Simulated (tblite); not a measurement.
Species: C4H5FNOS (doublet state).
Bonds: N1–C2 (double), C2–C3, C3–C4, C4–S5 (double), C4–O6, O6–C7, C7–F8. Hydrogens: H9 on C2; H10, H11 on C3; H12, H13 on C7.

The geometry is computed with GFN2-xTB (gas phase). This method treats the open shell by occupation alone, without spin polarisation.

Task: What internal coordinates does the optimisation give?

Result: 
| bond | length (Å) | order |
| --- | --- | --- |
| N1=C2 | 1.211 | double |
| C2–C3 | 1.543 | single |
| C3–C4 | 1.484 | single |
| C4=S5 | 1.631 | double |
| C4–O6 | 1.334 | single |
| O6–C7 | 1.401 | single |
| C7–F8 | 1.345 | single |
| C2–H9 | 1.097 | single |
| C3–H10, C3–H11 | 1.091 | single |
| C7–H12, C7–H13 | 1.100 | single |

Bonds in one row agree within 0.01 Å and their mean is given. Orders are formal, as drawn. A selection of angles:
| angle | degrees |
| --- | --- |
| N1–C2–C3 | 125.6 |
| N1–C2–H9 | 123.7 |
| C3–C2–H9 | 110.7 |
| C2–C3–C4 | 109.9 |
| C2–C3–H10 | 106.0 |
| C2–C3–H11 | 109.4 |
| C4–C3–H10 | 110.5 |
| H10–C3–H11 | 110.6 |
| C3–C4–S5 | 123.0 |
| C3–C4–O6 | 113.3 |
| S5–C4–O6 | 123.7 |
| C4–O6–C7 | 117.9 |
| O6–C7–F8 | 106.6 |
| O6–C7–H12 | 111.0 |
| F8–C7–H12 | 108.7 |
| H12–C7–H13 | 110.6 |

Dihedral angles: N1–C2–C3–C4 -124° (anticlinal); C2–C3–C4–S5 117° (anticlinal); C3–C4–O6–C7 178° (antiperiplanar); C4–O6–C7–F8 179° (antiperiplanar). The mirror-image conformer, all signs reversed, is as good.

The 2 C–O bonds span 1.334 Å (C4–O6, drawn single) to 1.401 Å (O6–C7, drawn single), a spread of 0.067 Å. C2 (carbon bonded to C, N and H) is planar (angles 125.6°, 123.7° and 110.7°, sum 360.0°, 0.00 Å off the plane of its three neighbours). C4 (carbon bonded to C, O and S) is planar (angles 123.7°, 123.0° and 113.3°, sum 360.0°, 0.01 Å off the plane of its three neighbours). O6 (oxygen bonded to 2 C) is bent (angle 117.9°). The 2 C–C bonds span 1.484 Å (C3–C4, drawn single) to 1.543 Å (C2–C3, drawn single), a spread of 0.059 Å. Of the pairs four or more bonds apart, S5···H12 is among the closest relative to their van der Waals radii: 2.81 Å, 94 % of the sum of Bondi's values.

Point group: C1 (no symmetry element, even within 0.4 Å). Its GFN2-xTB frequencies are all real (lowest 37 cm⁻¹). 3 starts were optimised and ended at 0.00, 4.23 and 4.30 kcal/mol (GFN2-xTB); the lowest of these is shown.
